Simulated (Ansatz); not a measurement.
**Pulling the pair apart**

The pair of F⁻ (SMILES [F-], atom 1) and SiH₄ (SMILES [SiH4], atoms 2–6), both closed shells, in one local arrangement (a lower one may exist), relaxed at PBE0-D4/def2-TZVPD:

```
6
angstrom
F -0.3573 0.0074 -1.6788
Si 0.0069 -0.0001 0.0324
H 1.3348 0.6714 -0.2613
H -1.2290 0.8419 0.2852
H 0.3383 -0.0070 1.5894
H -0.0936 -1.5135 0.0331
```

SiH₄ is shifted rigidly along the line between the mean atom positions of the two fragments (negative: closer). Counterpoise interaction energies in kcal/mol. Program: Ansatz 0.2.0. Basis: def2-TZVPPD. Cores are frozen in the correlated methods.

```csv
shift (Å),PBE0-D4,wB97M-V,MP2
-0.17,-55.29,-55.17,-51.92
-0.09,-61.00,-61.09,-58.26
0.00,-62.49,-62.74,-60.23
0.09,-61.45,-61.81,-59.54
0.21,-57.72,-58.15,-56.14
0.44,-48.28,-48.72,-47.03
0.87,-31.62,-31.92,-30.76
1.75,-13.74,-13.82,-13.66
```

Q: What does CCSD(T) give at these shifts? (To be estimated.)

A: By the calculation: -52.04, -58.23, -60.07, -59.28, -55.77, -46.59, -30.41, -13.38 kcal/mol. For zero shift, CCSD(T) at an estimated basis limit (MP2 extrapolated from triple and quadruple zeta, plus CCSD(T) − MP2 in triple zeta) gives -63.02 kcal/mol. These are counterpoise interaction energies, counted from the two frozen fragments.

No T1 diagnostic of these runs exceeds 0.020.

For scale, one of the runs: CCSD(T)/def2-TZVPPD, 156 basis functions, launched by `ansatz run in.yaml --threads 2 --pin off --events-out ev --progress --plain --max-ram 5222MiB`. Hardware: 2 CPU threads of an Arm Neoverse V2, shared host. Wall time 11 s; peak host memory 1.1 GiB.
